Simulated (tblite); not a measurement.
Species: BrH₇PSi₄ (doublet state).
SMILES with atom numbers: `[PH2:1][SiH:2]1[SiH2:3][Si:4]([Br:5])[SiH2:6]1` (hydrogens: H7, H8 on P1; H9 on Si2; H10, H11 on Si3; H12, H13 on Si6)

Computed with GFN2-xTB (tblite), gas phase: L-BFGS steps from a force-field or distance-geometry start until the largest atomic force falls under 0.01 eV/Å.

Step 0: E = -462.8603 eV
```
atom  x, y, z in Å  |  force x, y, z in eV/Å
P1     -2.6781   -0.0308    0.2001   -1.174   0.088  -0.164
Si2    -0.5955    0.0892   -0.4500   -0.446  -0.003  -0.872
Si3     0.7296   -1.6467    0.2401   -0.018  -1.615  -0.322
Si4     2.4071   -0.1093    0.5969    0.289  -0.261   1.355
Br5     3.5542    0.2230   -1.2535    0.533   0.164  -0.899
Si6     0.7239    1.4489    0.8053    0.084   1.802   0.561
H7     -3.1584   -0.8974   -0.8114    0.279   0.540   0.355
H8     -3.1471    1.1545   -0.4247    0.278  -0.686   0.163
H9     -0.4899    0.3506   -1.8983    0.030   0.001   0.029
H10     1.0318   -2.6514   -0.8076   -0.140  -0.034   0.378
H11     0.2812   -2.2637    1.5164    0.200   0.032  -0.392
H12     1.0473    2.7600    0.1894   -0.155  -0.116   0.371
H13     0.2897    1.5736    2.2362    0.240   0.089  -0.564
```

Question: Estimate the geometry and energy of step 1. (The exact step hangs on the optimiser's Hessian estimate; all steps are aligned on step 0, rigid shifts and turns removed.)

Answer: E = -463.0128 eV, largest force 1.015 eV/Å
```
atom  x, y, z in Å  |  force x, y, z in eV/Å
P1     -2.6949   -0.0296    0.1977   -0.733   0.019   0.065
Si2    -0.6019    0.0891   -0.4625   -0.178  -0.021  -0.290
Si3     0.7293   -1.6698    0.2355   -0.036  -0.806  -0.230
Si4     2.4112   -0.1130    0.6163    0.137  -0.187   0.988
Br5     3.5618    0.2253   -1.2663    0.319   0.107  -0.575
Si6     0.7251    1.4747    0.8133    0.013   0.905   0.223
H7     -3.1544   -0.8897   -0.8063    0.153   0.399   0.166
H8     -3.1432    1.1447   -0.4224    0.151  -0.463   0.025
H9     -0.4895    0.3507   -1.8979    0.012   0.035  -0.159
H10     1.0298   -2.6519   -0.8022   -0.066  -0.289   0.136
H11     0.2840   -2.2632    1.5108    0.139  -0.070  -0.257
H12     1.0450    2.7583    0.1947   -0.074   0.221   0.237
H13     0.2932    1.5748    2.2282    0.162   0.150  -0.331
```

The energy changes by -0.1525 eV. The first-order estimate −F·Δx gives -0.1966 eV and the mean of the old and new forces, exact on a quadratic surface, -0.1529 eV. The step makes an angle of 0° with the force vector and moves no atom by more than 0.027 Å.

The cost below is that of the whole relaxation. The run took 3.8 s wall on one thread of an Intel Xeon at 2.50 GHz, no GPU, shared host with 64 logical CPUs at a one-minute load of 60.
